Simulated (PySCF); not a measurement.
Compound: C₄H₁₂AsB.
Atom-mapped SMILES: `[BH2:1][AsH:2][C:3]([CH3:4])([CH3:5])[CH3:6]` (hydrogens: H7, H8 on B1; H9 on As2; H10, H11, H12 on C4; H13, H14, H15 on C5; H16, H17, H18 on C6)

Computed by this run: PBE0-D3(BJ)/def2-SVP geometry optimisation, gas phase in PySCF; density fitting, grid level 1; the optimiser is geomeTRIC in internal coordinates, started from a GFN2-xTB structure with every atom displaced at random (about 0.01 Å).

The end geometry, which sets the zero of energy:
```
atom  x, y, z in Å
B1      2.2818   -0.5842    0.8865
As2     1.0006    0.7992    0.3304
C3     -0.7519   -0.1118   -0.0074
C4     -1.6980    0.9332   -0.5941
C5     -1.2691   -0.5990    1.3432
C6     -0.5939   -1.2814   -0.9748
H7      3.4516   -0.4424    0.6242
H8      1.9372   -1.4699    1.6320
H9      1.4538    1.0775   -1.0907
H10    -2.6873    0.4807   -0.7814
H11    -1.8407    1.7841    0.0895
H12    -1.3267    1.3259   -1.5537
H13    -1.3927    0.2308    2.0564
H14    -2.2541   -1.0795    1.2135
H15    -0.5945   -1.3414    1.7962
H16    -1.5804   -1.7353   -1.1794
H17     0.0583   -2.0646   -0.5601
H18    -0.1691   -0.9599   -1.9380
```

Question: These geometries come from the run, each turned onto the end geometry. Order them by energy, lowest first.
A.
```
atom  x, y, z in Å
B1      2.2698   -0.5956    0.8534
As2     0.9936    0.8254    0.3561
C3     -0.7521   -0.1087    0.0072
C4     -1.6963    0.9293   -0.5966
C5     -1.2845   -0.5926    1.3521
C6     -0.5689   -1.2773   -0.9559
H7      3.4296   -0.4886    0.5335
H8      1.9406   -1.4754    1.6178
H9      1.4336    1.0906   -1.0725
H10    -2.6752    0.4667   -0.8119
H11    -1.8632    1.7756    0.0873
H12    -1.3054    1.3323   -1.5451
H13    -1.4155    0.2383    2.0625
H14    -2.2688   -1.0720    1.2119
H15    -0.6173   -1.3365    1.8139
H16    -1.5480   -1.7372   -1.1834
H17     0.0778   -2.0586   -0.5285
H18    -0.1249   -0.9536   -1.9097
```
B.
```
atom  x, y, z in Å
B1      2.2523   -0.6435    0.7846
As2     1.0037    0.8785    0.4276
C3     -0.7609   -0.0879    0.0276
C4     -1.6680    0.9107   -0.6157
C5     -1.3205   -0.5851    1.3471
C6     -0.5177   -1.2545   -0.9113
H7      3.3388   -0.6191    0.3685
H8      1.9601   -1.4662    1.5277
H9      1.3827    1.0919   -0.9983
H10    -2.6524    0.4254   -0.8435
H11    -1.9059    1.7410    0.0705
H12    -1.2661    1.3053   -1.5269
H13    -1.4974    0.2681    2.0327
H14    -2.2943   -1.0682    1.2091
H15    -0.6469   -1.3030    1.8300
H16    -1.4605   -1.7344   -1.1388
H17     0.1529   -1.9857   -0.4613
H18    -0.0751   -0.9112   -1.8373
```
C.
```
atom  x, y, z in Å
B1      2.2601   -0.5892    0.8434
As2     0.9881    0.8332    0.3666
C3     -0.7526   -0.1087    0.0163
C4     -1.6958    0.9272   -0.5930
C5     -1.2938   -0.5904    1.3567
C6     -0.5524   -1.2729   -0.9439
H7      3.4146   -0.5204    0.4822
H8      1.9297   -1.4777    1.6109
H9      1.4225    1.0901   -1.0843
H10    -2.6705    0.4643   -0.8185
H11    -1.8696    1.7691    0.0877
H12    -1.2915    1.3358   -1.5406
H13    -1.4311    0.2391    2.0640
H14    -2.2777   -1.0714    1.2094
H15    -0.6288   -1.3340    1.8237
H16    -1.5256   -1.7433   -1.1871
H17     0.0967   -2.0492   -0.5101
H18    -0.0977   -0.9397   -1.8913
```

Answer: A (0.003 eV), C (0.013 eV), B (0.196 eV).

In the order of the answer:

```csv
step,E above end (eV),largest force (eV/Å),rms force component (eV/Å),rms distance from end (Å),rms bond change (Å),bond most changed (Å)
2,0.003,0.12,0.026,0.038,0.003,B1–As2 +0.008
1,0.013,0.34,0.111,0.059,0.006,As2–H9 +0.019
0,0.196,1.72,0.538,0.126,0.028,B1–H8 -0.061
```

The cost below is that of the whole optimisation. Time: 83 s wall; peak memory 0.68 GiB. Hardware: one thread of an Arm Neoverse V1, shared host.
